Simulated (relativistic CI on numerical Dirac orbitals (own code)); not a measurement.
**What each ingredient does to the levels of Gd XLVII**

Base calculation: Dirac-Coulomb-Breit CI, separate exchange-only KLI orbitals for each configuration, model QED (radiative potential, 1s self-energy scaled to tabulated hydrogen-like ionisation energies), unscaled Slater integrals.

Configurations in the expansion (outside the closed core [Ne]): 3s2.3p6, 3s2.3p5.3d, 3s.3p6.3d, 3s2.3p5.4s, 3s2.3p5.4p, 3s2.3p5.4d, 3p6.3d.4p, 3s.3p6.4s, 3s2.3p5.4f, 3s.3p6.4p, 3s.3p6.4d, 3s.3p6.4f, 3s2.3p5.5s, 3s2.3p5.5p, 3s2.3p5.5d, 3s2.3p5.5f, 3s2.3p5.5g, 3s.3p6.5s, 3s.3p6.5p, 3s.3p6.5d, 3s.3p6.5f, 3p6.3d2, 3p5.3d3, 3p5.3d2.4s, 3p5.3d2.4p, 3p5.3d2.4d, 3p6.3d.4s, 3p5.3d.4s2, 3p5.3d.4s.4p, 3p5.3d.4s.4d, 3p6.4s2, 3p5.4s2.4p, 3p5.4s2.4d. Double excitations out of closed p, d and f shells are left out; levels of such configurations are missing from the list, as are those of other unlisted configurations, and high levels can miss mixing partners. These lack a partner that the ground configuration has and come out too high: 3s2.3p5.4f, 3s2.3p5.5s, 3s2.3p5.5p, 3s2.3p5.5d, 3s2.3p5.5f.

The lowest level and the first level of each name with at least 55 % of one term (blank where a level has no safe partner in the second run):

| Level | Base (eV) | Shift (eV) |
| --- | --- | --- |
| 3s2.3p6 1S_0 | 0.00 | 0.00 |
| 3s2.3p5.3d 3P°_0 | 196.05 | -0.09 |
| 3s2.3p5.3d 3P°_1 | 204.49 | -0.09 |
| 3s2.3p5.3d 3F°_3 | 209.34 | -0.09 |
| 3s2.3p5.3d 3F°_4 | 242.42 | -0.09 |
| 3s2.3p5.3d 3D°_3 | 256.79 | -0.09 |
| 3s2.3p5.3d 3F°_2 | 378.24 | -0.10 |
| 3s.3p6.3d 3D_1 | 554.43 | +0.06 |
| 3s.3p6.3d 3D_2 | 559.56 | +0.06 |
| 3s.3p6.3d 3D_3 | 593.66 | +0.05 |
| 3s.3p6.3d 1D_2 | 606.04 | +0.05 |
| 3p6.3d2 3F_2 | 1123.15 | +0.14 |
| 3p6.3d2 3P_0 | 1142.81 | +0.21 |
| 3p6.3d2 3F_3 | 1159.24 | +0.10 |
| 3p6.3d2 1G_4 | 1170.77 | +0.13 |
| 3p6.3d2 3P_1 | 1172.65 | +0.15 |
| 3p6.3d2 3F_4 | 1203.19 | +0.09 |
| 3p6.3d2 1S_0 | 1232.24 | +0.20 |
| 3p5.3d3 5D°_0 | 1326.52 | +0.53 |
| 3p5.3d3 3P°_1 | 1402.30 | +0.44 |
| 3p5.3d3 3I°_7 | 1402.53 | +0.42 |

At this charge energies of transitions that change n are usually good to better than 1 %, and those within a shell (Δn = 0) to a few per cent.

Question: One thing was changed in a second run, which moved the levels as shown. Which?
A. Breit term removed
B. only the first 3 configurations
C. QED terms removed
D. configuration mixing switched off
E. P86 correlation estimate
F. one mean potential for all configurations

Answer: F. One mean potential for all configurations. One potential for all configurations removes the relaxation of the orbitals, which moves whole configurations and changes the integrals a little.

LS names give the leading component of a level, which can be under half, so a name can repeat, a term be missing and a line seem to break the LS rules.
